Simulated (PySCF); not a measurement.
Geometries of 2 isomers of C7H4BrF3, from PySCF 2.14.0, PBE0-D3(BJ)/def2-SVP geometry optimisation, gas phase. One conformer each, no zero-point energy, no frequencies.

Problem. Which isomer lies lower at this level?
A.
```xyz
15
angstrom
F      2.757   -0.214    1.119
C      2.235    0.203   -0.041
F      2.631    1.465   -0.221
F      2.787   -0.539   -1.005
C      0.737    0.082   -0.041
C      0.145   -1.151   -0.320
C     -1.238   -1.290   -0.275
C     -2.024   -0.185    0.051
Br    -3.898   -0.366    0.113
C     -1.444    1.053    0.327
C     -0.059    1.181    0.280
H      0.769   -2.008   -0.581
H     -1.707   -2.250   -0.493
H     -2.073    1.909    0.575
H      0.405    2.146    0.489
```
B.
```xyz
15
angstrom
F     -2.833    0.267    0.772
C     -2.148   -0.374   -0.176
F     -2.623    0.022   -1.357
F     -2.430   -1.675   -0.055
C     -0.662   -0.125   -0.057
C      0.189   -1.208    0.170
C      1.564   -1.030    0.290
C      2.103    0.248    0.181
C      1.271    1.341   -0.046
C     -0.107    1.159   -0.163
Br    -1.163    2.690   -0.465
H     -0.245   -2.205    0.253
H      2.211   -1.892    0.468
H      3.180    0.404    0.272
H      1.684    2.347   -0.132
```

Solution. A. That is 4-bromobenzotrifluoride, `FC(F)(F)c1ccc(Br)cc1`, 2.8 kcal/mol below the other.

| SMILES | atoms numbered as above | E (Eh) | relative (kcal/mol) | relative (kJ/mol) | dipole (D) |
| --- | --- | --- | --- | --- | --- |
| FC(F)(F)c1ccc(Br)cc1 | [F:1][C:2]([F:3])([F:4])[c:5]1[cH:6][cH:7][c:8]([Br:9])[cH:10][cH:11]1 | -3141.24240 | 0.0 | 0.0 | 1.14 |
| FC(F)(F)c1ccccc1Br | [F:1][C:2]([F:3])([F:4])[c:5]1[cH:6][cH:7][cH:8][cH:9][c:10]1[Br:11] | -3141.23787 | 2.8 | 11.9 | 3.19 |
